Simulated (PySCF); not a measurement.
**Working out the ionisation energy of Tc**

Tc [Kr] 4d5 5s2 (6S) → Tc⁺ [Kr] 4d5 5s1 (7S). Computed with PySCF 2.14 in aug-cc-pVDZ-PP with ECP28MDF, with scalar relativity through the core potential. Frozen: 4s2 4p6. Energies in hartree (1 hartree = 27.21139 eV):

```
             part  Tc (lower)  Tc⁺ (upper)
              UHF  -79.847228   -79.642316
MP2 opposite-spin   -0.041778     0.000000
    MP2 same-spin   -0.061437    -0.061880
```

Q: What does Hartree-Fock give?

A: (-79.642316) − (-79.847228) = 0.204912 hartree = 5.576 eV.

Q: What do MP2 and SCS-MP2 (6/5 opposite-spin, 1/3 same-spin) give?

A: The opposite-spin parts differ by 1.137 eV and the same-spin parts by -0.012 eV. MP2: 5.576 + (1.137) + (-0.012) = 6.701 eV. SCS-MP2: 5.576 + 1.2 × (1.137) + (-0.012)/3 = 6.936 eV.

Measured between the centres of the two terms (NIST): 7.119 eV, so MP2 (valence) is off by -0.418 eV.

A double-zeta basis recovers only part of the correlation energy.

What remains against the reference includes basis incompleteness, the frozen core and correlation beyond second order.
